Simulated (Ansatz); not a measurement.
Start from `C=CB(C=C)C=C` and change one element to get `C=[CH][In]([CH]=C)[CH]=C`.

Ansatz, PBE0-D4/def2-TZVP geometries, multiplicity 1. Each molecule was computed in one conformer, which needn't be the lowest.

Elements past krypton have def2 core potentials.

| property | `C=CB(C=C)C=C` |
| --- | --- |
| LUMO energy (ωB97M-V/def2-TZVPP) / eV | -0.15 |
| HOMO energy (B3LYP/def2-TZVPP) / eV | -7.47 |
| HOMO energy (PBE0/def2-TZVPP) / eV | -7.71 |
| LUMO energy (PBE0/def2-TZVPP) / eV | -2.14 |
| HOMO–LUMO gap (PBE0/def2-TZVPP) / eV | 5.57 |
| HOMO energy (ωB97M-V/def2-TZVPP) / eV | -9.91 |

(1) What does the change do to each property? (Estimate.)

## Answers

(1) Computed: 
| property | `C=[CH][In]([CH]=C)[CH]=C` | shift |
| --- | --- | --- |
| LUMO energy (ωB97M-V/def2-TZVPP) / eV | 0.08 | 0.23 |
| HOMO energy (B3LYP/def2-TZVPP) / eV | -7.10 | 0.37 |
| HOMO energy (PBE0/def2-TZVPP) / eV | -7.30 | 0.41 |
| LUMO energy (PBE0/def2-TZVPP) / eV | -1.59 | 0.55 |
| HOMO–LUMO gap (PBE0/def2-TZVPP) / eV | 5.70 | 0.13 |
| HOMO energy (ωB97M-V/def2-TZVPP) / eV | -9.48 | 0.43 |

With PBE0 the HOMO rises by 0.41 eV and the LUMO rises by 0.55 eV, so the gap widens by about 0.14 eV. PBE moves the HOMO by 0.58 eV and ωB97M-V by 0.43 eV.

B3LYP here is the variant with VWN-RPA as its local correlation; programs differ in this.
